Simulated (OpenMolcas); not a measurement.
## Lines of S⁺: computed and rescaled rates

```yaml
Program: OpenMolcas
Method: "SS-CASPT2, IPEA 0.25 Eh, imaginary shift 0.1 Eh (closed shells correlated: 2s 2p)"
Basis: ANO-R3 [6s5p4d3f1g]
Scalar_Hamiltonian: X2C, finite nucleus
Active_space: 5 electrons in 4 orbitals (3s 3p)
State_averaging: 2S+1 = 4 odd, 1 root; 2S+1 = 2 odd, 8 roots; 2S+1 = 4 even, 3 roots; 2S+1 = 2 even, 9 roots
Spin-orbit_coupling: RASSI with atomic mean-field integrals over the reference wave functions, term energies averaged over their components
```

Rates come from the transition moments of the reference wave functions (E1 and E2 in the length form). At fixed line strength A goes as λ^-3 for E1 and M1 and as λ^-5 for E2, so a rate at the computed wavelength can be rescaled to the measured one. Measured vacuum wavelengths follow from level energies in NIST Handbook of Basic Atomic Spectroscopic Data. Branching counts decays inside the model space alone, at computed energies, and the table is only a selection of the E2 and M1 lines, drawn from those between levels with measured partners whose computed energy lies within a factor of 1.5 of the measured one.

```csv
Upper,Lower,Type,λ computed (nm),λ measured (nm),A computed (s-1),A rescaled (s-1),Branching %
3s² 3p³ ²P°_3/2,3s² 3p³ ⁴S°_3/2,M1,404.9,407,2.03e-01,,40.7
3s² 3p³ ²P°_3/2,3s² 3p³ ²D°_5/2,E2,1039,1032,1.38e-01,1.43e-01,27.6
3s² 3p³ ²P°_1/2,3s² 3p³ ²D°_3/2,E2,1038,1034,1.19e-01,1.21e-01,37.3
3s² 3p³ ²P°_1/2,3s² 3p³ ⁴S°_3/2,M1,405.1,407.8,8.19e-02,,25.7
3s² 3p³ ²P°_1/2,3s² 3p³ ²D°_5/2,E2,1040,1037,7.83e-02,7.94e-02,24.6
3s² 3p³ ²P°_3/2,3s² 3p³ ²D°_3/2,M1,1036,1029,6.37e-02,,12.7
3s² 3p³ ²P°_3/2,3s² 3p³ ²D°_3/2,E2,1036,1029,5.92e-02,6.12e-02,11.9
3s² 3p³ ²P°_1/2,3s² 3p³ ²D°_3/2,M1,1038,1034,3.96e-02,,12.4
3s² 3p³ ²P°_3/2,3s² 3p³ ²D°_5/2,M1,1039,1032,3.56e-02,,7.1
3s² 3p³ ²D°_3/2,3s² 3p³ ⁴S°_3/2,M1,664.4,673.3,5.26e-04,,76.0
3s² 3p³ ²D°_5/2,3s² 3p³ ⁴S°_3/2,E2,663.4,671.8,2.61e-04,,95.8
3s² 3p³ ²D°_3/2,3s² 3p³ ⁴S°_3/2,E2,664.4,673.3,1.66e-04,,24.0
3s² 3p³ ²D°_5/2,3s² 3p³ ⁴S°_3/2,M1,663.4,671.8,1.12e-05,,4.1
```

Spin-changing lines and M1 lines between different terms are not rescaled, since their strength hangs on the term gaps too.

The largest correction is for 3s² 3p³ ²P°_3/2 → 3s² 3p³ ²D°_3/2 (E2): 5.92e-02 × (1036 / 1029)^5 = 6.12e-02 s-1, a factor of 1.03.

No measured rate stands beside these. Rescaling mends the energy factor alone: line strengths can still be far off where a level mixes with configurations outside the active space, and weak or spin-changing lines hang on small mixing coefficients that depend on the term gaps too, so rescaling need not improve them.

Term energies are means over components that CASPT2 splits; among the terms shown or strongly mixed into the levels shown the widest spread is 130 cm-1 (3s² 3p³ ²D°). Over all roots computed the reference weight is 0.87 to 0.95; the roots of lowest weight are the least certain, and an intruder state may touch them. Measured partners are found by configuration, term and J. A level has none where our copy of the source lacks it or the pairing is in doubt (some pairs that miss far off the trend of their configuration count as doubtful). Levels of configurations outside the active space are missing.

° marks odd parity.
